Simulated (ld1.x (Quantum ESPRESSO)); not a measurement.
nitrogen, PAW: configuration errors across variants

- Element: N
- Generator: ld1.x (Quantum ESPRESSO) 7.5
- Type: PAW
- Functional: LDA (PZ)
- Relativity: non-relativistic
- Frozen core: none
- Valence charge: 7
- Reference configuration: 1s2 2s2 2p2.5 (charge +0.5)
- Partial waves: 1s (bound): rcut 0.35, rcutus 0.40 bohr; 2s (bound): rcut 0.35, rcutus 0.40 bohr; 2p (bound): rcut 1.30, rcutus 1.40 bohr; 2p channel at 0.05 Ry: rcut 1.30, rcutus 1.40 bohr
- Local potential: all-electron potential smoothed inside 1.05 bohr (lloc = -2)
- Core correction: none
- Augmentation charge: BESSEL, radius 0.30 bohr

All-electron excitation energies from the reference (eV): (1) 1s2 2s2 2p3 -5.169; (2) 1s2 2s2 2p2 8.568; (3) 1s2 2s2 2p1 37.543; (4) 1s2 2s1 2p3 19.987; (5) 1s2 2s2 2p0 84.710; (6) 1s2 2s2 2p3.3 -6.836; (7) 1s2 2s1 2p4 6.005; (8) 1s2 2s2 2p2.5 spin -2.307; (9) 1s2 2s2 2p3 spin -8.062.

Spin tests fill each open shell by Hund’s rule, majority spin first.

Tests that are not counted but printed errors over 1 eV. “wave 2p channel at 0.05 Ry: rcut 1.30, rcutus 1.40 bohr becomes 2p channel at 5.08 Ry: rcut 1.30, rcutus 1.40 bohr”: 1s2 2s2 2p2 (solver errors, printed error -522 eV).

5 further variants failed, have other tests or another functional or relativity, and are left out.

Errors AE − PS in meV (a dash: test not solved or not reliable):

| change | (1) | (2) | (3) | (4) | (5) | (6) | (7) | (8) | (9) | bound ghosts |
| --- | --- | --- | --- | --- | --- | --- | --- | --- | --- | --- |
| base | -0.1 | -0.2 | -5.4 | +1.3 | -26 | -0.1 | +2.5 | +2.8 | +3.1 | not determined |
| waves 2p (bound): rcut 1.08, rcutus 1.14 bohr; 2p channel at 0.05 Ry: rcut 1.08, rcutus 1.14 bohr | -0.1 | -0.1 | -2.0 | -0.3 | -10.0 | -0.1 | -0.1 | -0.3 | -0.4 | not determined |
| all radii scaled by about 1.03 (s 0.42, p 1.44 bohr, rcut 0.36/1.34); local potential all-electron potential smoothed inside 1.08 bohr (lloc = -2) | -0.2 | -0.3 | -7.6 | +2.3 | -30 | -0.2 | +4.1 | +3.9 | +4.3 | not determined |
| local potential all-electron potential smoothed inside 0.35 bohr (lloc = -2) | +0.1 | +0.4 | +7.8 | +11 | +62 | +0.2 | +13 | +17 | +18 | not determined |
| wave 2p channel at 0.05 Ry: rcut 1.30, rcutus 1.40 bohr becomes 2p channel at 5.08 Ry: rcut 1.30, rcutus 1.40 bohr | -0.2 | – | -6.4 | +0.6 | -26 | -0.4 | +0.9 | +2.6 | +2.9 | not determined |
| augmentation PSQ, inside the norm-conserving radii | -0.3 | -0.4 | -7.6 | -0.1 | -21 | -0.4 | -0.5 | -0.1 | -0.7 | not determined |

Problem. Give the same row for: waves 1s (bound): rcut 0.28, rcutus 0.30 bohr; 2s (bound): rcut 0.28, rcutus 0.30 bohr.

Solution. -0.1, -0.2, -5.4, +1.2, –, -0.1, +2.6, +0.6, +0.8; bound ghosts: not determined. Not counted: 1s2 2s2 2p0 (solver errors, printed error -326 eV).
